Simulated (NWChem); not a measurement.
System: MnH2O2, sextet; SMILES [Mn]([OH])[OH]

```xyz
5

Mn     0.0000     0.0000     0.0176
O      0.0415     1.8053    -0.0726
H     -0.4789     2.4824     0.3611
O     -0.0415    -1.8053    -0.0726
H      0.4789    -2.4824     0.3611
```
Atoms are numbered in this order, from 1.

Program: NWChem. Pople sets run with spherical d functions. Spin-unrestricted. Geometry: optimised at PBE0/def2-SVP, spin-unrestricted. The spin multiplicity was typed, not searched, and may not be the lowest. No stability test was run on the SCF state.

For level TPSS/6-31G*:

```yaml
highest occupied level (eV): -4.70
lowest empty minus highest occupied level, either spin (eV): 1.98
```

Problem. What are these values for level TPSS/3-21G?

Solution. 
| Property | Value |
|---|---|
| highest occupied level (eV) | -4.06 |
| lowest empty minus highest occupied level, either spin (eV) | 1.52 |
